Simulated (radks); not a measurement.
The numbers below are computed, except where a source is named.
The rhodium ion Rh8+ is in [Kr] 4d1. Code: a radial shooting solver on a logarithmic mesh with Libxc functionals. Model: scalar-relativistic Kohn-Sham, PBEsol, spin-polarised, spherical densities, finite nucleus; Fermi nuclear charge, rms radius of each element as measured or else 0.836 A^(1/3) + 0.57 fm. Open shells are filled with parallel spins first. One electron is removed from 4d, 3d, 4p, 4s in turn, with full relaxation. Which removal costs least, and what does each cost?

Answer. 4d 135.16 eV; 4p 187.02 eV; 4s 222.11 eV; 3d 463.91 eV. The 4d electron leaves first.
